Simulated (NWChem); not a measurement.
System: C3H6OSi; SMILES C=CC(=O)[SiH3]

```xyz
11

C     -0.3411    -2.4716     0.0000
C     -0.7333    -1.1927     0.0000
C      0.2669    -0.0877     0.0000
O      1.4631    -0.3015     0.0000
Si    -0.2808     1.7740     0.0000
H      0.7285    -2.7051     0.0000
H     -1.0552    -3.2988     0.0000
H     -1.7941    -0.9215     0.0000
H     -1.7680     1.9377     0.0000
H      0.2932     2.4130     1.2195
H      0.2932     2.4130    -1.2195
```
Atoms are numbered in this order, from 1.

Level: PBE0/def2-SVP (NWChem), optimised geometry, unscaled harmonic frequencies. 

| frequency (cm⁻¹) | IR intensity (km/mol) |
|---|---|
| 57 | 0.3 |
| 91 | 0.1 |
| 187 | 0.8 |
| 317 | 14.3 |
| 402 | 8.5 |
| 405 | 7.1 |
| 563 | 32.4 |
| 615 | 43.9 |
| 727 | 9.6 |
| 773 | 1.9 |
| 894 | 270.2 |
| 934 | 48.2 |
| 941 | 42.2 |
| 1013 | 21.3 |
| 1028 | 21.0 |
| 1057 | 39.0 |
| 1074 | 21.2 |
| 1305 | 3.6 |
| 1403 | 60.3 |
| 1690 | 77.7 |
| 1787 | 87.1 |
| 2224 | 84.4 |
| 2249 | 65.9 |
| 2255 | 88.0 |
| 3165 | 4.2 |
| 3199 | 4.2 |
| 3279 | 0.1 |

- zero-point energy: 48.1 kcal/mol
- thermal correction to the enthalpy at 298.15 K (with zero-point energy): 52.9 kcal/mol
- heat capacity Cv: 23.0 cal/(mol K)
- entropy at 298.15 K and 1 atm (symmetry number 1): 81.6 cal/(mol K)
- dipole moment: 2.32 D

Rigid rotor and harmonic oscillator; modes under 100 cm⁻¹ make the entropy uncertain.
